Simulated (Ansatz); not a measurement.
CH3Al, SMILES `[CH][AlH2]` (excited singlet) (charge 0, multiplicity 1). This singlet is an excited state, 0.80 eV above the relaxed triplet at the level composite: frozen-core CCSD(T) with HF/cc-pVQZ and the correlation energy extrapolated as X^-3 from cc-pVTZ and cc-pVQZ, plus CCSDT(Q) minus CCSD(T) in cc-pVDZ // PBE0-D3(BJ)/def2-TZVP (Ansatz, a program for electronic structure).

Cartesian coordinates (Å):
SMILES: [CH][AlH2]
```xyz
5

C      1.1558    -0.1065    -0.0030
Al    -0.6818     0.0621     0.0143
H      2.2313    -0.1991    -0.0979
H     -1.2216     1.5439     0.1470
H     -1.4837    -1.3003    -0.0604
```
Charge 0, multiplicity 1.

Frozen-core energies in cc-pVTZ from Ansatz at a geometry from PBE0-D3(BJ)/def2-TZVP; the HF reference has <S^2> = 0.00 (restricted, and unstable towards unrestricted orbitals) and the T1 diagnostic is 0.019.

```
level    energy (Ha)
-------  -----------
HF        -281.39862
MP2       -281.60905
CCSD      -281.64768
CCSD(T)   -281.65640
```

Problem. Estimate the energies of CCSDT and CCSDT(Q), and give each level's difference from CCSDT(Q).

Solution. 
| level | energy (Ha) | difference from CCSDT(Q) (mHa) |
|---|---|---|
| MP2 | -281.60905 | 50.33 |
| CCSD | -281.64768 | 11.69 |
| CCSD(T) | -281.65640 | 2.98 |
| CCSDT | -281.65861 | 0.77 |
| CCSDT(Q) | -281.65938 | 0.00 |
